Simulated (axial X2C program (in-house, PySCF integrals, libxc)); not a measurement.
# Nuclear properties of CSnO

Calculated with an in-house all-electron X2C program for linear molecules (integrals from PySCF): two-component X2C with atomic mean-field Coulomb and Gaunt terms, Gaussian nuclei, basis C dyall-v3z, Sn dyall-v3z, O dyall-av3z with contracted cores.

C–Sn–O held linear, with bonds 2.118 and 1.820 Å (near the PBE0 minimum at charge 0 of the determinant lowest at the starting distance; the state shown can have its own minimum elsewhere, held linear; other orders of the atoms were not compared).

Input and command:
```json
{"zs": [6, 50, 8], "q": 0, "bas": ["dyall-v3z", "dyall-v3z", "dyall-av3z"], "r0": [1.97, 1.87], "symm": 0, "scan": ["PBE0", "HF", "PBE"], "levels": ["PBE0", "HF", "TPSSh"], "nst": 2}
```
```bash
python solin.py task.json out
```

Keys: zs atomic numbers; q charge; bas basis sets; r0 starting distance in Å; symm equal bonds; scan levels of the two-bond scan; levels methods; nst determinants followed.

Determinant lowest in the PBE0 search, Ω = 1 (⟨Sz⟩ = 1.00, ⟨Lz⟩ = 0.00 at PBE0), spin on the atoms C 0.84, Sn 0.09, O 0.06:

```json
{"level": "PBE0", "Eeff magnitude (GV/cm)": "1.07", "Ws magnitude Sn (kHz)": "0.825", "A∥/gI C (MHz)": "-47.4", "qzz C (a.u.)": "0.21", "A∥/gI Sn (MHz)": "-292", "qzz Sn (a.u.)": "-7.20", "A∥/gI O (MHz)": "-26.2", "qzz O (a.u.)": "0.84", "μ (D)": "-1.41"}
{"level": "HF", "Eeff magnitude (GV/cm)": "11.7", "Ws magnitude Sn (kHz)": "7.14", "A∥/gI C (MHz)": "-58.6", "qzz C (a.u.)": "0.36", "A∥/gI Sn (MHz)": "-851", "qzz Sn (a.u.)": "-9.96", "A∥/gI O (MHz)": "-36.4", "qzz O (a.u.)": "1.04", "μ (D)": "-1.93"}
{"level": "TPSSh", "Eeff magnitude (GV/cm)": "0.3", "Ws magnitude Sn (kHz)": "0.359", "A∥/gI C (MHz)": "-28.2", "qzz C (a.u.)": "0.19", "A∥/gI Sn (MHz)": "-179", "qzz Sn (a.u.)": "-6.57", "A∥/gI O (MHz)": "-25.5", "qzz O (a.u.)": "0.81", "μ (D)": "-1.24"}
```

Determinant 0.98 eV from it at PBE0 and this distance, Ω = 0 (closed shell), highest spinor 69% C p, 11% O p, 9% Sn p:

```
level  qzz C (a.u.)  qzz Sn (a.u.)  qzz O (a.u.)  μ (D)
 PBE0          0.02          -6.69          1.00  -1.61
   HF          0.18         -10.21          1.11  -2.16
TPSSh         -0.02          -5.88          0.95  -1.42
```

Eeff is the effective electric field on the electron electric dipole moment in this Ω state and Ws the scalar–pseudoscalar constant of the nucleus named (defined with the proton number Z and per Ω); A∥ (defined per Ω) follows by multiplying with gI = μI/(I μN); qzz is the electric field gradient, eQq0 = 234.96 MHz × Q/barn × qzz; μ is positive if the O end (last atom) is positive. The operators were transformed with the bare-nucleus X2C matrices; with these basis sets, hyperfine constants and field gradients can be off by tens of per cent, and where levels differ in sign neither size nor sign is settled.

Problem. With gI(17O) = -0.7575, Q(17O) = -0.02558 barn (g factors from the IAEA table of nuclear moments by Stone; Q from Pyykkö, Mol. Phys. 2018), turn the PBE0 values of the first state into constants in MHz.

Solution. A∥(17O) = -26.2 × -0.7575 = 19.8 MHz; eQq0(17O) = 234.96 × (-0.02558) × (0.84) = -5.05 MHz.

The molecule was held linear; bending was not examined, so a bent shape may lie lower.

Each state is one determinant with collinear spin, which with several unpaired electrons need not be a pure state. Unrestricted Hartree–Fock can overshoot spin polarisation at the nuclei. A closed determinant beside an open π² or δ² triplet, such as (π1/2)², mixes with its partner pair into the 0⁺ component of the triplet and ¹Σ⁺, so its energy is not that of a level, and 0⁺ can lie lowest. With several open shells hyperfine constants can be off by a factor of several. Where Eeff spreads by more than a factor of two the levels disagree and none is to be relied on. Open-shell Ω = 0 determinants with evenly filled partner blocks cannot be reached by this program, so the Ω shown need not be the lowest component. The search compared states at one distance, so a state with another bond length can lie lower. Where a field gradient or hyperfine factor spreads by more than a factor of two over the levels, a constant derived from it is not to be relied on. PBE0 term energies can be off by some tenths of an eV.
